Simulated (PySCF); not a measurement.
## From computed data to an observable: oscillator strength and radiative lifetime

N-dimethylsilylethanamine (C4H13NSi), SMILES C(C)N[SiH](C)C.

Geometry: PBE0-D3(BJ)/def2-SVP. Other conformers were not sampled.

PySCF 2.14.0 with TDA-PBE0/def2-SVPD puts the first singlet state with f over 0.02 at 5.81 eV (vertical), with the transition dipole (-0.226, 0.350, -0.107) in atomic units.

Question: Find the oscillator strength, the wavelength and the radiative lifetime that this transition would have in vacuum if emission retraced absorption.

Answer: 
|μ|² = 0.1850 au, so |μ| = 1.09 D. ΔE = 5.81/27.211 = 0.2135 hartree. f = (2/3) ΔE |μ|² = 0.026 (the program prints 0.026).
λ = 1239.84/5.81 = 213 nm; ν = 46861 cm⁻¹.
Einstein's coefficient A = 0.6670 ν² f s⁻¹ (ν in cm⁻¹) = 3.9e7 s⁻¹, so τ = 1/A = 26 ns. This state is S1. The figure is the radiative limit of this one transition; relaxation, internal conversion, crossing to triplets and a medium change what is measured.
